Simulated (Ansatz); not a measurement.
```yaml
atoms:
  - { symbol: N, position_ang: [0.0172, -0.0414, -0.1087] }
  - { symbol: H, position_ang: [0.0186, -0.0073, 0.9618] }
```

Basis set: 6-31G* (spherical functions). Frozen core: 1 orbital. Charge 0, multiplicity 3.

Computed with Ansatz (development build ahead of 0.2.0); each method stands on the lowest determinant of its kind that the runs found.

Task: Give the atomization energy at this shape (free ground-state atoms in the same class of orbitals less the molecule, no zero-point energy) of triplet NH by UHF-MP2, UHF.

Result:

```
 method  atomization energy
UHF-MP2             2.78 eV
    UHF             2.01 eV
```
